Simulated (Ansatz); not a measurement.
Isolated molecules relaxed with PBE0-D4/def2-TZVP in Ansatz; ΔE leaves out vibrations. CBS: MP2 limit from def2 TZ/QZ plus the TZ coupled-cluster correction, frozen cores. This one scheme is used for every species. DFT in def2-TZVPP. B3LYP here is the variant with VWN-RPA as its local correlation; programs differ in this. HSE06 is defined as in plane-wave codes. One conformer a species, not always the lowest.

Consider the formal exchange of groups at a B–Al bond: `[BH2][Al]([NH2])[NH2]` + `[CH3][AlH][CH3]` → `B[CH2][AlH][CH3]` + `[NH2][AlH][NH2]`.

```
             level  ΔE (kJ/mol)  difference from CCSD(T)/CBS
       LDA (SPW92)        -94.0                        -14.8
            PBE-D4        -82.0                         -2.8
         r2SCAN-D4        -86.0                         -6.8
            B97M-V        -94.2                        -15.0
           PBE0-D4        -81.4                         -2.2
        r2SCANh-D4        -85.8                         -6.6
        r2SCAN0-D4        -85.4                         -6.2
          HSE06-D4        -81.5                         -2.3
          BHLYP-D4        -79.9                         -0.7
      CAM-B3LYP-D4        -82.3                         -3.1
           ωB97X-V        -78.7                          0.5
           ωB97M-V        -85.5                         -6.3
            B2PLYP        -81.5                         -2.3
          PBE-QIDH        -83.1                         -3.9
               PBE        -80.5                         -1.3
            revPBE        -75.6                          3.6
              BLYP        -77.5                          1.7
            r2SCAN        -85.7                         -6.5
              PBE0        -80.2                         -1.0
             B3LYP        -78.7                          0.5
           r2SCANh        -85.5                         -6.3
           r2SCAN0        -85.1                         -5.9
             HSE06        -80.4                         -1.2
             BHLYP        -78.4                          0.8
         CAM-B3LYP        -81.2                         -2.0
RPA@PBE/def2-TZVPP        -77.4                          1.8
       HF/def2-SVP        -70.7                          8.5
      MP2/def2-SVP        -90.3                        -11.1
     CCSD/def2-SVP        -79.6                         -0.4
  CCSD(T)/def2-SVP        -82.5                         -3.3
     HF/def2-TZVPP        -70.4                          8.8
    MP2/def2-TZVPP        -87.5                         -8.3
SCS-MP2/def2-TZVPP        -82.2                         -3.0
   CCSD/def2-TZVPP        -76.2                          3.0
CCSD(T)/def2-TZVPP        -79.0                          0.2
     HF/def2-QZVPP        -70.6                          8.6
    MP2/def2-QZVPP        -87.7                         -8.5
      HF/CBS(def2)        -70.6                          8.6
     MP2/CBS(def2)        -87.8                         -8.6
    CCSD/CBS(def2)        -76.5                          2.7
       CCSD(T)/CBS        -79.2                            0
```

Largest T1 diagnostic among the species: 0.011.

At CCSD(T), def2-SVP lies −3.3 kJ/mol from the extrapolated value and def2-TZVPP +0.3 kJ/mol. Leaving LDA and LC-ωPBE aside and taking each functional with its dispersion term where it has one, the values spread over 15.5 kJ/mol, from B97M-V to ωB97X-V. LDA lies −13.5 kJ/mol from PBE without D4.
